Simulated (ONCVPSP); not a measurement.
# xenon: ONCV pseudisation with PBE, fully relativistic reference atom.

```json
{
 "Element": "xenon (Xe)",
 "Generator": "ONCVPSP 4.0.1",
 "Type": "optimised norm-conserving Vanderbilt (ONCV)",
 "Functional": "PBE",
 "Relativity": "fully relativistic",
 "Frozen core": "[Kr] 4d10",
 "Valence charge": "8",
 "Reference configuration": "5s2 5p6",
 "Partial waves": "5s: rc 1.40 bohr, ncon 4, nbas 7, qcut 4.5 1/bohr, 3 projectors, debl 2.9 Ha; 5p: rc 2.00 bohr, ncon 3, nbas 6, qcut 3.5 1/bohr, 3 projectors, debl 2.7 Ha; d scattering state at 0.29 Ha: rc 1.80 bohr, ncon 4, nbas 7, qcut 5.9 1/bohr, 2 projectors, debl 1.7 Ha",
 "Local potential": "polynomial inside 1.30 bohr (lpopt 5, dvloc0 4 Ha)",
 "Core correction": "Teter function fitted to the true core (icmod 2), fcfact 0.6"
}
```

Open shells are filled in proportion to 2j + 1.

All-electron outer shells of the reference configuration (PBE, scalar-relativistic, ld1.x):

| shell | level (eV) | outermost node (bohr) | outermost maximum (bohr) |
| --- | --- | --- | --- |
| 4p | -141.27 | 0.36 | 0.69 |
| 4d | -59.38 | 0.34 | 0.75 |
| 5s | -19.74 | 0.85 | 1.63 |
| 5p | -8.23 | 0.92 | 1.91 |

Task: Estimate the cutoffs (Ha) at which the residual kinetic energy of the hardest occupied pseudo-wave falls to 1 and 0.1 mHa per electron.

Result: 58 Ha and 71 Ha.

Task: Does the potential have ghost states?

Result: Ghosts flagged at negative energy: s at -198.9 eV, d5/2 at -42.2 eV, d3/2 at -42.1 eV; GHOST(+) flagged for p3/2 at 249.6 eV, p1/2 at 267.1 eV. A true bound ghost makes a file unfit for plane-wave use.

Task: Which valence shell sets the plane-wave cutoff?

Result: 5s: 58 Ha for 1 mHa per electron, against 13 Ha for 5p.

Task: Tests: 5s2 5p5; 5s2 5p4; 5s2 5p3; 5s2 5p5.5. Which has the largest error in its energy relative to the reference configuration, and how large is it?

Result: 5s2 5p3, with -23 meV (all-electron minus pseudo) on +66.12 eV.
